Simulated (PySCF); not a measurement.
## How good is the calculation?

Geometry (Å), atoms numbered from 1 in this order:
```xyz
14

C    -2.070   -0.500   -0.131
C    -1.142    0.664   -0.384
O    -1.540    1.732   -0.794
C     0.283    0.420   -0.100
C     0.862   -0.789    0.383
C     2.203   -0.693    0.542
S     2.802    0.864    0.110
C     1.231    1.391   -0.288
H    -1.779   -1.347   -0.748
H    -3.090   -0.209   -0.371
H    -2.016   -0.797    0.914
H     0.307   -1.682    0.601
H     2.886   -1.443    0.887
H     1.062    2.389   -0.643
```

How the numbers were obtained: GFN2-xTB structure, σ from GIAO-PBE0/pcSseg-1, in PySCF 2.14 (no solvent, single conformer, fast rotation and ring inversion assumed for equivalent nuclei, no relativistic terms).

Reference values: estimated from measurements, as parent shift plus tabulated substituent increment (solution, not stated per compound (mostly CDCl3 or CCl4); Pretsch, Buehlmann, Badertscher, Structure Determination of Organic Compounds, 4th ed. (2009)).
| atoms | quantity | reference | computed | computed, scaled |
| --- | --- | --- | --- | --- |
| H14 | δ 1H | 8.05 | 8.29 | 7.91 |
| H12 | δ 1H | 7.54 | 7.52 | 7.18 |
| H13 | δ 1H | 7.32 | 7.15 | 6.84 |

Computed shifts are σ(ref) − σ with the named reference compound (TMS for H and C) calculated as an isolated molecule at the same level. The measured values may be among those fitted. Expected solution values come from regression of measured δ (H and C: mostly CDCl3, vs TMS) on computed σ: 1H (scatter 0.17 ppm rms, 0.18 ppm with the 4 outliers that the fit left out). A few per cent of atoms miss by over 2 rms, more outside the fitted compound classes.

How far are the unscaled 1H shifts from the references?

Results:

Mean signed difference +0.02 ppm, mean absolute 0.14 ppm over 3 comparisons; the largest is +0.24 ppm at H14 (hydrogen on an aromatic CH next to the ring sulfur).
